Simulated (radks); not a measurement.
Question: Species: Ca XVIII. Configuration: [He] 2s1. Method: Dirac Kohn-Sham, PBE, spin-unpolarised, spherical densities, point nucleus; computed with a radial shooting solver on a logarithmic mesh with Libxc functionals. Some entries of the table are withheld. Estimate them.

orbital,occ.,eigenvalue (eV),r(max) (bohr)
1s1/2,2,(1),(2)
2s1/2,1,(3),0.2749
2p1/2,0,(4),0.2158
2p3/2,0,(5),0.2174
3s1/2,0,-478.3432,0.7039
3d3/2,0,(6),0.5048
3d5/2,0,(7),0.5056

Answer: 
(1) 1s1/2 eigenvalue (eV): -4903.643
(2) 1s1/2 r(max) (bohr): 0.05012
(3) 2s1/2 eigenvalue (eV): -1122.504
(4) 2p1/2 eigenvalue (eV): -1086.890
(5) 2p3/2 eigenvalue (eV): -1081.323
(6) 3d3/2 eigenvalue (eV): -459.7139
(7) 3d5/2 eigenvalue (eV): -459.2528
